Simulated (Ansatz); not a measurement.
Program: Ansatz. Geometries: PBE0-D4/def2-TZVP. ΔE: electronic, gas phase. CBS: MP2 limit from def2 TZ/QZ plus the TZ coupled-cluster correction, frozen cores. This one scheme is used for every species. DFT in def2-TZVPP. B3LYP here is the variant with VWN-RPA as its local correlation; programs differ in this. Each species was taken in one conformer, which may not be the lowest.

`[F][AlH][SH]` + `C[SiH](N)S` → `[F][Al]([SH])[SH]` + `C[SiH2]N`  (redistribution)

`[F][AlH][SH]`:

```xyz
5

F     0.056   -1.101    1.832
Al   -0.245   -0.137    0.532
S     1.204   -0.216   -1.080
H    -1.525    0.770    0.514
H     0.510    0.685   -1.799
```

`C[SiH](N)S`:

```xyz
11

C     1.202    0.771    0.436
Si   -0.124   -0.417   -0.102
N    -1.139    0.398   -1.210
S    -1.419   -1.048    1.488
H     1.857    0.300    1.172
H     1.819    1.081   -0.413
H     0.762    1.661    0.891
H     0.519   -1.668   -0.603
H    -0.784    1.129   -1.803
H    -1.964   -0.034   -1.589
H    -0.730   -2.174    1.732
```

`[F][Al]([SH])[SH]`:

Z-matrix (Å, degrees):
```
Al
S 1 2.165
S 1 2.165 2 121.3
F 1 1.646 2 119.4 3 180.0
H 2 1.346 1 91.5 3 -179.7
H 3 1.346 1 91.5 2 -179.7
```

`C[SiH2]N`:

Z-matrix (Å, degrees):
```
C
Si 1 1.871
H 1 1.093 2 111.2
H 1 1.094 2 110.5 3 119.8
H 1 1.093 2 111.2 3 -120.4
N 2 1.720 1 116.4 3 60.2
H 2 1.489 1 108.4 3 -179.4
H 2 1.489 1 108.4 3 -60.3
H 6 1.007 2 120.7 1 73.7
H 6 1.007 2 120.7 1 -73.5
```

```
             level  ΔE (kJ/mol)  difference from CCSD(T)/CBS
            PBE-D4        -36.1                          2.7
         r2SCAN-D4        -39.8                         -1.0
           PBE0-D4        -37.2                          1.6
          B3LYP-D4        -37.8                          1.0
           ωB97X-V        -37.3                          1.5
           ωB97M-V        -36.7                          2.1
            B2PLYP        -40.9                         -2.1
               PBE        -38.4                          0.4
            r2SCAN        -40.4                         -1.6
              PBE0        -39.1                         -0.3
             B3LYP        -41.4                         -2.6
     HF/def2-TZVPP        -43.7                         -4.9
   CCSD/def2-TZVPP        -41.1                         -2.3
SCS-MP2/def2-QZVPP        -39.4                         -0.6
      HF/CBS(def2)        -42.9                         -4.1
     MP2/CBS(def2)        -38.0                          0.8
       CCSD(T)/CBS        -38.8                            0
```

Largest T1 diagnostic among the species: 0.012.

In def2-TZVPP, CCSD(T) changes the Hartree–Fock value by +3.2 kJ/mol (the triples alone add +0.6 kJ/mol) and MP2 by +4.0 kJ/mol. The D4 term adds +3.7 kJ/mol with B3LYP and +1.9 kJ/mol with PBE0; it sums over pairs of atoms, weighted by their polarisabilities, and B3LYP, whose exchange is more repulsive, gets the larger term.
